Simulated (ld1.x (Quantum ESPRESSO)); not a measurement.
An all-electron radial function and its pseudo partner (Ge (Z = 32))

Columns: radius, all-electron u(r) and pseudo u(r) of the 4p shell (level -19.81 eV) of germanium in the configuration [Ar] 3d10 4s2 4p0; PBE, scalar-relativistic, TM semilocal scheme, ld1.x (Quantum ESPRESSO) 7.5.

| r (bohr) | all-electron | pseudo |
| --- | --- | --- |
| 0.072 | 0.1595 | 0.0051 |
| 0.145 | 0.1626 | 0.0200 |
| 0.217 | 0.0178 | 0.0427 |
| 0.290 | -0.1452 | 0.0711 |
| 0.362 | -0.2585 | 0.1015 |
| 0.435 | -0.3107 | 0.1319 |
| 0.507 | -0.3081 | 0.1592 |
| 0.580 | -0.2651 | 0.1832 |
| 0.652 | -0.1967 | 0.2035 |
| 0.725 | -0.1124 | 0.2222 |
| 0.798 | -0.0211 | 0.2410 |
| 0.870 | 0.0700 | 0.2621 |
| 0.942 | 0.1587 | 0.2880 |
| 1.015 | 0.2435 | 0.3209 |
| 1.088 | 0.3219 | 0.3614 |
| 1.160 | 0.3920 | 0.4082 |
| 1.232 | 0.4547 | 0.4593 |
| 1.305 | 0.5105 | 0.5112 |
| 1.378 | 0.5589 | 0.5589 |
| 1.450 | 0.5995 | 0.5995 |
| 1.522 | 0.6334 | 0.6334 |
| 1.595 | 0.6614 | 0.6614 |
| 1.668 | 0.6834 | 0.6834 |
| 1.740 | 0.6997 | 0.6997 |
| 1.812 | 0.7110 | 0.7110 |
| 1.885 | 0.7179 | 0.7179 |

Q: How many radial nodes do the two functions have?

A: The all-electron 4p function has n − l − 1 = 2; the pseudo-wave has 0, since the states of the same l below it are removed with the core.

Q: At about which radius was the pseudo-wave matched?

A: 1.45 bohr, where the columns begin to agree (steps of 0.07 bohr).

Q: Is the pseudo-wave norm-conserving?

A: Yes: the TM semilocal scheme keeps the norm inside the radius equal to the all-electron one, which fixes the energy derivative of the logarithmic derivative at the level.
